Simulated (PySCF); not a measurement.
CF3, charge +1.

```xyz
4

C      0.0000     0.0000     0.0000
F      1.2357     0.0000     0.0000
F     -0.6178     1.0701     0.0000
F     -0.6178    -1.0701     0.0000
```
Charge +1, spin multiplicity 1.

Coordinates come from a B3LYP-D3(BJ)/def2-TZVP optimisation.

These are HF/pcSseg-2 in PySCF values and carry that method's errors. Non-relativistic, no solvent.

Computed absolute GIAO shielding of each atom: isotropic value and principal components (ppm):
| atom | σ(iso) | σ11 | σ22 | σ33 | span |
|---|---|---|---|---|---|
| C1 | 29.6 | 13.5 | 13.5 | 61.9 | 48.3 |
| F2 | 170.4 | -45.0 | 262.3 | 293.8 | 338.7 |
| F3 | 170.4 | -45.0 | 262.3 | 293.8 | 338.7 |
| F4 | 170.4 | -45.0 | 262.3 | 293.8 | 338.7 |
